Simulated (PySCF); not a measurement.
Work out the structure from these simulated measurements.

Formula: CH3GaN; charge -1.

* 13C NMR: chemical shifts (computed TMS as zero) by class: 140.1 (1 C) ppm [GIAO B3LYP/pcSseg-1 (pcSseg-2 on Ga)]
* Rotational structure: rotational constants A, B, C: 70.459, 3.368, 3.368 GHz [PBE0-D3(BJ)/def2-SVP]
* NMR, other nuclei: isotropic shieldings of nuclei other than C and H, by class: -78 (1 N), 1662 (1 Ga) ppm [GIAO B3LYP/pcSseg-1 (pcSseg-2 on Ga)]
* Couplings: largest of the computed one-bond spin–spin couplings (means over like bonds): 15N–13C -5.4 Hz [PBE/pcJ-1 (pcSseg-1 on Ga)]
* 1H NMR: chemical shifts (computed TMS as zero) by class: 3.14 (3 H) ppm [GIAO B3LYP/pcSseg-1 (pcSseg-2 on Ga)]

Gas-phase values; electronic properties from PySCF, density fitting. Levels stand in brackets. Isolated species at its PBE0-D3(BJ)/def2-SVP geometry, gas phase. The geometry's basis has no diffuse functions, a weakness for an anion. Relativistic effects, spin–orbit coupling among them, are left out although an element past zinc is present. No diffuse functions stand in pcJ-1 (pcSseg-1 on Ga) and pcSseg-1 (pcSseg-2 on Ga), which bears on an anion's orbital energies. NMR values are class means; diastereotopic atoms form classes of their own.

Question: What is the compound? Reason from the data.

Answer: The one carbon: carbon bonded to Ga and N (140.1 ppm). All hydrogens form one class (3.14 ppm): hydrogen on gallium. The other shieldings belong to: -78 ppm, nitrogen bonded to C; 1662 ppm, gallium bonded to C and 3 H. The couplings run between: -5.4 Hz, nitrogen bonded to C and carbon bonded to Ga and N. The optimised geometry has point group C3v and is a prolate symmetric top. Structure: `[H][Ga-]([H])([H])[C]#N` ([Ga(CN)H3]-). The assignments are read from this structure; whether some other isomer fits the data as well wasn't checked. NMR values of atoms bound to Ga lack the spin–orbit term that these neighbours bring.
